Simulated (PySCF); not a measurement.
silylphosphine (H₅PSi), SMILES [SiH3]P. Atoms are numbered in the order given.

```xyz
7

Si    -1.0967    -0.0069     0.0000
P      1.1674     0.1185     0.0000
H     -1.5925     0.6959     1.2062
H     -1.5925     0.6959    -1.2062
H     -1.6210    -1.3928     0.0000
H      1.3238    -0.8394     1.0358
H      1.3238    -0.8394    -1.0358
```

Geometry: B3LYP-D3(BJ)/def2-TZVP.

All values below come from M06-2X/def2-TZVPD (PySCF).

Symmetry labels are those of the subgroup Cs that the program uses (full group Cs).

Q: List the valence orbital energies around the gap with their symmetry. (Estimate from the structure and the level; the computed values follow.)

A: 
| orbital | symmetry | energy (eV) |
|---|---|---|
| HOMO−7 | A' | -105.07 |
| HOMO−6 | A' | -19.73 |
| HOMO−5 | A' | -16.23 |
| HOMO−4 | A" | -12.38 |
| HOMO−3 | A' | -11.46 |
| HOMO−2 | A" | -10.98 |
| HOMO−1 | A' | -10.21 |
| HOMO | A' | -8.59 |
| LUMO | A' | 0.36 |
| LUMO+1 | A' | 0.49 |
| LUMO+2 | A" | 1.05 |
| LUMO+3 | A' | 1.42 |
